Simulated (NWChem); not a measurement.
Species: C₄H₅NO; SMILES c1(ccco1)N

```xyz
11

N     -0.0357    -2.0281    -0.0722
C      0.0953    -0.6595    -0.0069
C      1.1738     0.1856     0.0127
C      0.6191     1.5082    -0.0054
C     -0.7306     1.3639    -0.0281
O     -1.0523     0.0368    -0.0306
H      0.7807    -2.5345     0.2459
H     -0.8893    -2.3775     0.3498
H      2.2230    -0.0978     0.0322
H      1.1667     2.4486     0.0043
H     -1.5667     2.0563    -0.0380
```
Atoms are numbered in this order, from 1.

Results from NWChem. Pople sets run with spherical d functions. The geometry was optimised at PBE0/def2-SVP. GIAO values for the isolated, static molecule; σ is the absolute isotropic shielding, δ = σ(reference) − σ with the isolated reference molecule computed at the same levels (13C: tetramethylsilane, 1H: tetramethylsilane).

For level KT2/pcSseg-1:

- δ C2 (ppm): 149.8
- δ C5 (ppm): 125.6
- δ H7 (ppm): 2.83
- δ H9 (ppm): 5.04
- δ H10 (ppm): 6.11

Problem. Estimate the same quantities for level B3LYP/6-31G*.

Solution. The δ C2 (ppm) comes out as 141.8. The δ C5 (ppm) is 120.7 and the δ H7 (ppm) is 2.20. The δ H9 (ppm) comes out as 4.61 and the δ H10 (ppm) comes out as 5.79.
